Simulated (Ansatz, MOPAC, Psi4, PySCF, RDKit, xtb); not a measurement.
Dimer: GeH4 (SMILES [GeH4]) (first 5 atoms) with H2Se (SMILES [SeH2]); geometry from B3LYP-D3(BJ)/def2-TZVP, rigid monomers moved along the line of their centres of mass till Ge1···Se6 is 4.55 Å.
(charge 0, multiplicity 1):
```xyz
8

Ge     0.111     0.051    -0.084
H     -1.404     0.029     0.157
H      0.391     0.120    -1.595
H      0.744    -1.229     0.483
H      0.732     1.274     0.603
Se    -0.128    -0.832     4.377
H     -0.331     0.178     5.426
H      1.231    -0.338     4.114
```

```json
[
 {"level": "UFF", "interaction energy (kcal/mol)": "-0.59", "minus MP2/CBS(aug-cc-pVDZ, aug-cc-pVTZ) + ΔCCSD(T)/aug-cc-pVDZ": "0.21", "cost": "-"},
 {"level": "GFN-FF", "interaction energy (kcal/mol)": "-0.53", "minus MP2/CBS(aug-cc-pVDZ, aug-cc-pVTZ) + ΔCCSD(T)/aug-cc-pVDZ": "0.27", "cost": "-"},
 {"level": "AM1", "interaction energy (kcal/mol)": "-0.11", "minus MP2/CBS(aug-cc-pVDZ, aug-cc-pVTZ) + ΔCCSD(T)/aug-cc-pVDZ": "0.69", "cost": "-"},
 {"level": "PM3", "interaction energy (kcal/mol)": "0.05", "minus MP2/CBS(aug-cc-pVDZ, aug-cc-pVTZ) + ΔCCSD(T)/aug-cc-pVDZ": "0.85", "cost": "-"},
 {"level": "PM6", "interaction energy (kcal/mol)": "-0.41", "minus MP2/CBS(aug-cc-pVDZ, aug-cc-pVTZ) + ΔCCSD(T)/aug-cc-pVDZ": "0.39", "cost": "-"},
 {"level": "PM7", "interaction energy (kcal/mol)": "-0.60", "minus MP2/CBS(aug-cc-pVDZ, aug-cc-pVTZ) + ΔCCSD(T)/aug-cc-pVDZ": "0.20", "cost": "-"},
 {"level": "GFN1-xTB", "interaction energy (kcal/mol)": "-5.71", "minus MP2/CBS(aug-cc-pVDZ, aug-cc-pVTZ) + ΔCCSD(T)/aug-cc-pVDZ": "-4.91", "cost": "-"},
 {"level": "GFN2-xTB", "interaction energy (kcal/mol)": "-0.91", "minus MP2/CBS(aug-cc-pVDZ, aug-cc-pVTZ) + ΔCCSD(T)/aug-cc-pVDZ": "-0.11", "cost": "-"},
 {"level": "HF/STO-3G (no counterpoise)", "interaction energy (kcal/mol)": "-0.06", "minus MP2/CBS(aug-cc-pVDZ, aug-cc-pVTZ) + ΔCCSD(T)/aug-cc-pVDZ": "0.74", "cost": "-"},
 {"level": "HF/3-21G (no counterpoise)", "interaction energy (kcal/mol)": "-0.68", "minus MP2/CBS(aug-cc-pVDZ, aug-cc-pVTZ) + ΔCCSD(T)/aug-cc-pVDZ": "0.12", "cost": "-"},
 {"level": "HF/6-31G*", "interaction energy (kcal/mol)": "0.03", "minus MP2/CBS(aug-cc-pVDZ, aug-cc-pVTZ) + ΔCCSD(T)/aug-cc-pVDZ": "0.83", "cost": "-"},
 {"level": "HF/aug-cc-pVDZ", "interaction energy (kcal/mol)": "-0.02", "minus MP2/CBS(aug-cc-pVDZ, aug-cc-pVTZ) + ΔCCSD(T)/aug-cc-pVDZ": "0.79", "cost": "-"},
 {"level": "HF/aug-cc-pVTZ", "interaction energy (kcal/mol)": "0.00", "minus MP2/CBS(aug-cc-pVDZ, aug-cc-pVTZ) + ΔCCSD(T)/aug-cc-pVDZ": "0.80", "cost": "-"},
 {"level": "PBE/def2-TZVPPD", "interaction energy (kcal/mol)": "-0.40", "minus MP2/CBS(aug-cc-pVDZ, aug-cc-pVTZ) + ΔCCSD(T)/aug-cc-pVDZ": "0.40", "cost": "×1"},
 {"level": "PBE-D3(BJ)/def2-TZVPPD", "interaction energy (kcal/mol)": "-1.00", "minus MP2/CBS(aug-cc-pVDZ, aug-cc-pVTZ) + ΔCCSD(T)/aug-cc-pVDZ": "-0.20", "cost": "×1"},
 {"level": "BP86/6-31G* (no counterpoise)", "interaction energy (kcal/mol)": "0.25", "minus MP2/CBS(aug-cc-pVDZ, aug-cc-pVTZ) + ΔCCSD(T)/aug-cc-pVDZ": "1.06", "cost": "-"},
 {"level": "r2SCAN/def2-TZVPPD", "interaction energy (kcal/mol)": "-0.48", "minus MP2/CBS(aug-cc-pVDZ, aug-cc-pVTZ) + ΔCCSD(T)/aug-cc-pVDZ": "0.32", "cost": "×2"},
 {"level": "r2SCAN-D3(BJ)/def2-TZVPPD", "interaction energy (kcal/mol)": "-0.79", "minus MP2/CBS(aug-cc-pVDZ, aug-cc-pVTZ) + ΔCCSD(T)/aug-cc-pVDZ": "0.01", "cost": "×2"},
 {"level": "r2SCAN-D4/def2-TZVPPD", "interaction energy (kcal/mol)": "-0.73", "minus MP2/CBS(aug-cc-pVDZ, aug-cc-pVTZ) + ΔCCSD(T)/aug-cc-pVDZ": "0.07", "cost": "×2"},
 {"level": "B3LYP/3-21G (no counterpoise)", "interaction energy (kcal/mol)": "-0.72", "minus MP2/CBS(aug-cc-pVDZ, aug-cc-pVTZ) + ΔCCSD(T)/aug-cc-pVDZ": "0.09", "cost": "-"},
 {"level": "B3LYP/6-31G*", "interaction energy (kcal/mol)": "0.13", "minus MP2/CBS(aug-cc-pVDZ, aug-cc-pVTZ) + ΔCCSD(T)/aug-cc-pVDZ": "0.93", "cost": "-"},
 {"level": "B3LYP/6-31G* (no counterpoise)", "interaction energy (kcal/mol)": "0.01", "minus MP2/CBS(aug-cc-pVDZ, aug-cc-pVTZ) + ΔCCSD(T)/aug-cc-pVDZ": "0.82", "cost": "-"},
 {"level": "B3LYP/LANL2DZ (no counterpoise)", "interaction energy (kcal/mol)": "-0.08", "minus MP2/CBS(aug-cc-pVDZ, aug-cc-pVTZ) + ΔCCSD(T)/aug-cc-pVDZ": "0.73", "cost": "-"},
 {"level": "B3LYP/def2-TZVPPD", "interaction energy (kcal/mol)": "0.09", "minus MP2/CBS(aug-cc-pVDZ, aug-cc-pVTZ) + ΔCCSD(T)/aug-cc-pVDZ": "0.89", "cost": "×1"},
 {"level": "B3LYP-D3(BJ)/def2-TZVPPD", "interaction energy (kcal/mol)": "-0.93", "minus MP2/CBS(aug-cc-pVDZ, aug-cc-pVTZ) + ΔCCSD(T)/aug-cc-pVDZ": "-0.13", "cost": "×1"},
 {"level": "B3LYP-D4/def2-TZVPPD", "interaction energy (kcal/mol)": "-0.84", "minus MP2/CBS(aug-cc-pVDZ, aug-cc-pVTZ) + ΔCCSD(T)/aug-cc-pVDZ": "-0.04", "cost": "×1"},
 {"level": "PBE0/def2-TZVPPD", "interaction energy (kcal/mol)": "-0.34", "minus MP2/CBS(aug-cc-pVDZ, aug-cc-pVTZ) + ΔCCSD(T)/aug-cc-pVDZ": "0.46", "cost": "×1"},
 {"level": "PBE0-D3(BJ)/def2-TZVPPD", "interaction energy (kcal/mol)": "-1.00", "minus MP2/CBS(aug-cc-pVDZ, aug-cc-pVTZ) + ΔCCSD(T)/aug-cc-pVDZ": "-0.20", "cost": "×1"},
 {"level": "PBE0-D4/def2-TZVPPD", "interaction energy (kcal/mol)": "-0.95", "minus MP2/CBS(aug-cc-pVDZ, aug-cc-pVTZ) + ΔCCSD(T)/aug-cc-pVDZ": "-0.15", "cost": "×1"},
 {"level": "M06-2X/6-31G* (no counterpoise)", "interaction energy (kcal/mol)": "-0.68", "minus MP2/CBS(aug-cc-pVDZ, aug-cc-pVTZ) + ΔCCSD(T)/aug-cc-pVDZ": "0.12", "cost": "-"},
 {"level": "wB97X-V/def2-TZVPPD", "interaction energy (kcal/mol)": "-0.81", "minus MP2/CBS(aug-cc-pVDZ, aug-cc-pVTZ) + ΔCCSD(T)/aug-cc-pVDZ": "-0.01", "cost": "×3"},
 {"level": "MP2/6-31G*", "interaction energy (kcal/mol)": "-0.30", "minus MP2/CBS(aug-cc-pVDZ, aug-cc-pVTZ) + ΔCCSD(T)/aug-cc-pVDZ": "0.51", "cost": "-"},
 {"level": "MP2/6-31G* (no counterpoise)", "interaction energy (kcal/mol)": "-0.65", "minus MP2/CBS(aug-cc-pVDZ, aug-cc-pVTZ) + ΔCCSD(T)/aug-cc-pVDZ": "0.15", "cost": "-"},
 {"level": "MP2/aug-cc-pVDZ", "interaction energy (kcal/mol)": "-0.74", "minus MP2/CBS(aug-cc-pVDZ, aug-cc-pVTZ) + ΔCCSD(T)/aug-cc-pVDZ": "0.06", "cost": "-"},
 {"level": "MP2/CBS(aug-cc-pVDZ, aug-cc-pVTZ)", "interaction energy (kcal/mol)": "-0.83", "minus MP2/CBS(aug-cc-pVDZ, aug-cc-pVTZ) + ΔCCSD(T)/aug-cc-pVDZ": "-0.03", "cost": "-"},
 {"level": "SCS-MP2/aug-cc-pVDZ", "interaction energy (kcal/mol)": "-0.58", "minus MP2/CBS(aug-cc-pVDZ, aug-cc-pVTZ) + ΔCCSD(T)/aug-cc-pVDZ": "0.22", "cost": "-"},
 {"level": "SCS-MP2/aug-cc-pVTZ", "interaction energy (kcal/mol)": "-0.62", "minus MP2/CBS(aug-cc-pVDZ, aug-cc-pVTZ) + ΔCCSD(T)/aug-cc-pVDZ": "0.18", "cost": "-"},
 {"level": "CCSD(T)/aug-cc-pVDZ", "interaction energy (kcal/mol)": "-0.71", "minus MP2/CBS(aug-cc-pVDZ, aug-cc-pVTZ) + ΔCCSD(T)/aug-cc-pVDZ": "0.09", "cost": "×2"},
 {"level": "MP2/CBS(aug-cc-pVDZ, aug-cc-pVTZ) + ΔCCSD(T)/aug-cc-pVDZ", "interaction energy (kcal/mol)": "-0.80", "minus MP2/CBS(aug-cc-pVDZ, aug-cc-pVTZ) + ΔCCSD(T)/aug-cc-pVDZ": "0.00", "cost": "×6"},
 {"level": "SAPT0/aug-cc-pVDZ", "interaction energy (kcal/mol)": "-0.81", "minus MP2/CBS(aug-cc-pVDZ, aug-cc-pVTZ) + ΔCCSD(T)/aug-cc-pVDZ": "0.00", "cost": "-"}
]
```

 The comparison column counts from a level with limits of its own.

The rows run from -5.71 (GFN1-xTB) to 0.25 kcal/mol (BP86/6-31G* (no counterpoise)). In aug-cc-pVDZ the value moves HF -0.02, MP2 -0.74, CCSD(T) -0.71, a shift of -0.70 from HF to CCSD(T). The dispersion term adds -0.60 in PBE-D3(BJ), -0.31 in r2SCAN-D3(BJ), -0.25 in r2SCAN-D4. The 5 functionals in def2-TZVPPD without D3 or D4 span 0.90, from wB97X-V to B3LYP.

Interaction energies are E(AB) − E(A) − E(B) at the monomers' geometry in the complex; basis-set methods are counterpoise corrected. Rows marked so take none. RDKit's UFF carries no charges.

Cores are frozen in the correlated methods. Filled d and f shells under p-block atoms count as core. CBS: X⁻³ extrapolation of the correlation energy, Hartree–Fock from the larger set. Rows in 3-21G, 6-31G*, LANL2DZ, STO-3G carry no dispersion term and start afresh at each structure (6-31G* with six Cartesian d functions); the Pople sets are all-electron and without relativity. MP2/6-31G* freezes PySCF's default core, which leaves 3d correlated. LANL2DZ brings its own core potentials from Na on. The state reached by AM1, PM3, PM6, PM7 isn't checked; PM7 holds dispersion and hydrogen-bond terms.

Run with Ansatz (a first-principles code) with Gaussian orbitals; MOPAC for AM1, PM3, PM6, PM7 (differences of heats of formation); Psi4 for SAPT; PySCF for 3-21G rows, 6-31G* rows, LANL2DZ rows, STO-3G rows, the dispersion terms; RDKit for the force fields; xtb for the GFN methods. 

Costs are rough ratios of core time to PBE/def2-TZVPPD (about 12 s over the structures, on one shared machine); a dash marks a level with no comparable run of its own.
